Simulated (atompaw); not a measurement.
What one change does to a pseudopotential (Nb (Z = 41), PAW (atompaw))

```
Element                 : Nb (Z = 41)
Generator               : atompaw 4.2.0.5
Type                    : PAW
Functional              : PBE
Relativity              : scalar-relativistic
Frozen core             : [Ar] 3d10
Valence charge          : 13
Reference configuration : 4s2 4p6 4d2 5s0 5p0 (charge +3)
Partial waves           : 4s (bound): rc 1.40 bohr; 5s (bound, empty): rc 2.35 bohr; 4p (bound): rc 1.95 bohr; 5p (bound, empty): rc 2.10 bohr; 4d (bound): rc 2.35 bohr; 4d channel at -1 Ry: rc 2.35 bohr
Local potential         : bessel scheme, radius 1.60 bohr
Core correction         : smooth core density matched at 2.20 bohr
Augmentation charge     : besselshape compensation charge, radius 2.30 bohr; PAW radius 2.35 bohr; waves and projectors: custom polynom2 7 10 vanderbiltortho
```

All-electron outer shells of the reference configuration (PBE, scalar-relativistic, ld1.x):

| shell | level (eV) | outermost node (bohr) | outermost maximum (bohr) |
| --- | --- | --- | --- |
| 3d | -227.70 | – | 0.33 |
| 4s | -88.94 | 0.53 | 1.02 |
| 4p | -64.63 | 0.54 | 1.12 |
| 4d | -30.60 | 0.55 | 1.40 |
| 5s | -25.56 | 1.36 | 2.58 |
| 5p | -19.88 | 1.53 | 3.00 |

Change: wave 4p (bound): rc 1.95 bohr becomes 4p (bound): rc 1.26 bohr.

Cutoffs: the cutoffs (Ry, on a coarse ladder) from which the occupation-weighted sum of valence levels, in a spherical-Bessel basis at the reference potential, stays within 10 and 1 mRy of its value at 400 Ry; they do not see the model core or the augmentation charge, which bear on the density cutoff.

What does the change do?

The potential gets harder (25 Ry and 40 Ry → 25 Ry and 70 Ry); neither file shows a bound ghost.

| quantity | base | changed |
| --- | --- | --- |
| cutoff, loose | 25 Ry | 25 Ry |
| cutoff, tight | 40 Ry | 70 Ry |
| loose cutoff by channel (10 mRy a level) | s 12 Ry, p 18 Ry, d 18 Ry | s 12 Ry, p 21 Ry, d 18 Ry |
| bound ghosts | none | none |
| s: phases at 2.36 bohr within 0.05 rad from the reference energy up to (Ry; the scan ends near 5) | -1.6 | -1.6 |
| p: phases at 2.36 bohr within 0.05 rad from the reference energy up to (Ry; the scan ends near 5) | to the end of the scan | to the end of the scan |
| d: phases at 2.36 bohr within 0.05 rad from the reference energy up to (Ry; the scan ends near 5) | 1.5 | 1.5 |
| lowest overlap eigenvalue by channel | s 0.45, p 0.87, d 0.90 | s 0.45, p 0.73, d 0.90 |

 The cutoffs see the waves, projectors and local potential, not the compensation charge or the core.
